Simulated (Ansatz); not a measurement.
Species: Si₂Cl₆, net charge 0, singlet state. 
Geometry from a B3LYP-D3(BJ)/def2-TZVP (Ansatz, an electronic-structure program) optimisation:
```
Si
Cl 1 2.0435
Cl 1 2.0435 2 109.66
Cl 1 2.0435 2 109.66 3 -120.47
Si 1 2.3283 2 109.28 3 119.77
Cl 5 2.0435 1 109.28 2 -180.00
Cl 5 2.0435 6 109.66 1 119.77
Cl 5 2.0435 6 109.66 7 120.47
```

Basis-set convergence of Hartree-Fock and CCSD correlation energies (hartree) with Ansatz. Correlated levels leave the core frozen unless marked. No spin-orbit coupling. Non-relativistic.

| basis | functions | E(HF) | E(corr, CCSD) |
|---|---|---|---|
| aug-cc-pV(D+d)Z | 256 | -3335.24931 | -1.15693 |
| aug-cc-pV(T+d)Z | 440 | [?] | [?] |

### Question
Fill in the missing entries.

### Answer

- aug-cc-pV(T+d)Z, E(HF): -3335.35970
- aug-cc-pV(T+d)Z, E(corr, CCSD): -1.46889
